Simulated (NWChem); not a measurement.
System: MoN$_{2}$H$_{3}$OF; SMILES [NH]=[Mo]([NH2])(=[O])[F]

Here is an NWChem input.

```
start job
memory heap 200 mb stack 900 mb global 1100 mb
geometry units angstroms noautoz
  Mo    -0.031869     0.023866     0.004921
  O      0.025176    -0.198479     1.664603
  N     -1.646883    -0.094923    -0.590098
  H     -2.629273    -0.216976    -0.346011
  F      0.675437     1.683993    -0.455208
  N      0.935294    -1.392800    -0.854350
  H      1.750859    -1.828544    -0.429858
  H      0.602248    -1.928995    -1.649953
end
basis spherical
  * library def2-tzvpd
end
ecp
  Mo library def2-ecp
end
dft
  xc xpbe96 cpbe96
  iterations 150
  semidirect filesize 400000000
  mulliken
end
task dft gradient
```

Parts of the log:

```
             Northwest Computational Chemistry Package (NWChem) 7.3.0
             --------------------------------------------------------

 C1  symmetry detected

                             Geometry "geometry" -> ""
                             -------------------------

 Output coordinates in angstroms (scale by  1.889725989 to convert to a.u.)

  No.       Tag          Charge          X              Y              Z
 ---- ---------------- ---------- -------------- -------------- --------------
    1 Mo                  42.0000    -0.04882750     0.02271694     0.02076250
    2 O                    8.0000    -0.91579946    -0.07815203     1.45094460
    3 N                    7.0000    -1.06243817    -0.24644108    -1.34911926
    4 H                    1.0000    -2.01347157    -0.41716193    -1.67462711
    5 F                    9.0000     0.76574997     1.69042504    -0.13166890
    6 N                    7.0000     1.25686117    -1.38218948    -0.02515626
    7 H                    1.0000     1.70877811    -1.73092874     0.81708157
    8 H                    1.0000     1.42913329    -1.99421587    -0.81708736

 Effective nuclear repulsion energy (a.u.)     497.1381951857

 Summary of "ao basis" -> "ao basis" (spherical)
 ------------------------------------------------------------------------------
       Tag                 Description            Shells   Functions and Types
 ---------------- ------------------------------  ------  ---------------------
 Mo                        def2-tzvpd               14       40   6s4p3d1f
 O                         def2-tzvpd               14       40   6s4p3d1f
 N                         def2-tzvpd               13       37   6s3p3d1f
 H                         def2-tzvpd                5        9   3s2p
 F                         def2-tzvpd               14       40   6s4p3d1f

            General Information
            -------------------
          SCF calculation type: DFT
          Wavefunction type:  closed shell.
          No. of atoms     :     8
          No. of electrons :    48
           Alpha electrons :    24
            Beta electrons :    24
          Charge           :     0
          Spin multiplicity:     1
          Use of symmetry is: off; symmetry adaption is: off
          Maximum number of iterations: 150
          AO basis - number of functions:   221
                     number of shells:    83
          Convergence on energy requested:  1.00D-06
          Convergence on density requested:  1.00D-05
          Convergence on gradient requested:  5.00D-04

              XC Information
              --------------
          PerdewBurkeErnzerhof Exchange Functional  1.000
            Perdew 1991 LDA Correlation Functional  1.000 local
           PerdewBurkeErnz. Correlation Functional  1.000 non-local

             Grid Information
             ----------------
          Grid used for XC integration:  medium
          Radial quadrature: Mura-Knowles
          Angular quadrature: Lebedev.
          Tag              B.-S. Rad. Rad. Pts. Rad. Cut. Ang. Pts.
          ---              ---------- --------- --------- ---------
          Mo                  1.45      123          11.0       590
          O                   0.60       49          11.0       434
          N                   0.65       49          11.0       434
          H                   0.35       45          12.0       434
          F                   0.50       49          12.0       434
          Grid pruning is: on
          Number of quadrature shells:   454
          Spatial weights used:  Erf1

      Superposition of Atomic Density Guess
      -------------------------------------

 Sum of atomic energies:        -361.57953703

      Non-variational initial energy
      ------------------------------

 Total energy =    -352.419798
 1-e energy   =    -950.070862
 2-e energy   =     373.979460
 HOMO         =      -0.371037
 LUMO         =      -0.037826

------------------------------------------------------------
EAF file 0: "./job.aoints.0" size=1369440256 bytes
------------------------------------------------------------
               write      read    awrite     aread      wait
               -----      ----    ------     -----      ----
     calls:     2612         0         0         0         0
   data(b): 1.37e+09  0.00e+00  0.00e+00  0.00e+00
   time(s): 0.00e+00  0.00e+00  0.00e+00  0.00e+00  0.00e+00
rate(mb/s): 0.00e+00  0.00e+00
------------------------------------------------------------

     ---------------------------------------------
      Total Density - Mulliken Population Analysis
     ---------------------------------------------

    Atom       Charge   Shell Charges
 -----------   ------   -------------------------------------------------------
    1 Mo  14    10.51   0.02 -0.40  1.55  0.84  0.16  0.05  5.22  0.78  0.03  0.03  1.01  1.09  0.04  0.07
    2 O    8     9.28   0.79  1.18  0.62  1.01  0.33  0.01  2.08  2.24  0.95  0.04  0.00  0.02  0.01  0.00
    3 N    7     8.25   0.82  1.15  0.60  0.91  0.22 -0.00  1.65  1.98  0.88  0.00  0.02  0.01  0.00
    4 H    1     0.73   0.21  0.35  0.11  0.04  0.02
    5 F    9     9.80   0.77  1.20  0.62  1.02  0.36  0.01  2.39  2.37  1.02  0.04  0.00  0.00  0.00  0.00
    6 N    7     7.96   0.82  1.16  0.57  0.85  0.17 -0.05  1.62  1.95  0.86  0.00  0.01  0.00  0.00
    7 H    1     0.74   0.22  0.35  0.12  0.04  0.02
    8 H    1     0.74   0.22  0.35  0.11  0.04  0.02

   convergence    iter        energy       DeltaE   RMS-Dens  Diis-err
 ---------------- ----- ----------------- --------- --------- ---------
 d= 0,ls=0.0,diis     1   -354.1124742047 -5.78D+02  2.03D-02  4.71D+00
 d= 0,ls=0.0,diis     2   -343.7792471059  1.03D+01  1.80D-02  8.81D+01
 d= 0,ls=0.0,diis     3   -354.0819642195 -1.03D+01  5.95D-03  5.80D+00
 d= 0,ls=0.0,diis     4   -354.3759418801 -2.94D-01  3.31D-03  2.59D+00
 d= 0,ls=0.0,diis     5   -354.5384090827 -1.62D-01  2.13D-03  7.21D-01
 d= 0,ls=0.0,diis     6   -354.6025508293 -6.41D-02  7.03D-04  1.60D-01
  Resetting Diis
 d= 0,ls=0.0,diis     7   -354.6177414733 -1.52D-02  2.81D-04  1.29D-02
 d= 0,ls=0.0,diis     8   -354.6186823194 -9.41D-04  3.97D-04  3.04D-03
 d= 0,ls=0.0,diis     9   -354.6157731824  2.91D-03  3.13D-04  3.28D-02
 d= 0,ls=0.0,diis    10   -354.6188810792 -3.11D-03  5.97D-05  1.27D-03
 d= 0,ls=0.0,diis    11   -354.6189978549 -1.17D-04  1.44D-05  2.51D-05
 d= 0,ls=0.0,diis    12   -354.6189997358 -1.88D-06  6.29D-06  6.73D-06
 d= 0,ls=0.0,diis    13   -354.6190003640 -6.28D-07  2.49D-06  1.67D-06

         Total DFT energy =     -354.619000364036
      One electron energy =     -955.215708136837
           Coulomb energy =      418.460918504913
    Exchange-Corr. energy =      -41.535814985231
 Nuclear repulsion energy =      223.671604253119

 Numeric. integr. density =       47.999999108988

                       DFT Final Molecular Orbital Analysis
                       ------------------------------------

 Vector   22  Occ=2.000000D+00  E=-2.854376D-01
              MO Center= -3.0D-01, -3.9D-01, -4.0D-01, r^2= 3.2D+00
   Bfn.  Coefficient  Atom+Function         Bfn.  Coefficient  Atom+Function
  ----- ------------  ---------------      ----- ------------  ---------------
    88      0.247428  3 N  py                91      0.224386  3 N  py
     8     -0.179214  1 Mo py                94      0.160946  3 N  py
   173      0.160025  6 N  px               176      0.146059  6 N  px
   179      0.125951  6 N  px                47      0.120106  2 O  px
    48      0.118796  2 O  py                87     -0.114933  3 N  px

 Vector   23  Occ=2.000000D+00  E=-2.639645D-01
              MO Center= -2.5D-01, -2.4D-01, -3.1D-01, r^2= 3.5D+00
   Bfn.  Coefficient  Atom+Function         Bfn.  Coefficient  Atom+Function
  ----- ------------  ---------------      ----- ------------  ---------------
    88     -0.211924  3 N  py                47      0.195485  2 O  px
    91     -0.193718  3 N  py                50      0.165747  2 O  px
    89      0.158380  3 N  pz               174      0.158425  6 N  py
   177      0.143059  6 N  py                92      0.139851  3 N  pz
    94     -0.138023  3 N  py                53      0.135821  2 O  px

 Vector   24  Occ=2.000000D+00  E=-2.512655D-01
              MO Center= -8.9D-02, -6.4D-01, -4.0D-01, r^2= 3.5D+00
   Bfn.  Coefficient  Atom+Function         Bfn.  Coefficient  Atom+Function
  ----- ------------  ---------------      ----- ------------  ---------------
    89      0.240432  3 N  pz                92      0.214814  3 N  pz
   173     -0.202166  6 N  px               176     -0.185525  6 N  px
    95      0.179232  3 N  pz                86     -0.172130  3 N  s
   174     -0.167088  6 N  py               177     -0.150396  6 N  py
   120      0.144776  4 H  s                 87     -0.143149  3 N  px

[...]

                         DFT ENERGY GRADIENTS

    atom               coordinates                        gradient
                 x          y          z           x          y          z
   1 Mo     -0.092271   0.042929   0.039235   -0.015900  -0.003027   0.002992
   2 O      -1.730610  -0.147686   2.741888    0.015057   0.001322  -0.025713
   3 N      -2.007717  -0.465706  -2.549466    0.012645   0.003452   0.021549
   4 H      -3.804910  -0.788322  -3.164586    0.001911   0.000325  -0.000175
   5 F       1.447058   3.194440  -0.248818   -0.005138  -0.011220   0.000990
   6 N       2.375123  -2.611959  -0.047538   -0.007825   0.007571   0.000598
   7 H       3.229122  -3.270981   1.544060   -0.000656   0.000724  -0.001240
   8 H       2.700670  -3.768522  -1.544071   -0.000093   0.000854   0.000999
```

Level: PBE/def2-TZVPD with def2 effective core potentials on Mo. Coordinates come from a PBE0/def2-SVP optimisation. Not confirmed as a minimum by frequencies. def2 effective core potentials on Mo; no spin-orbit coupling.
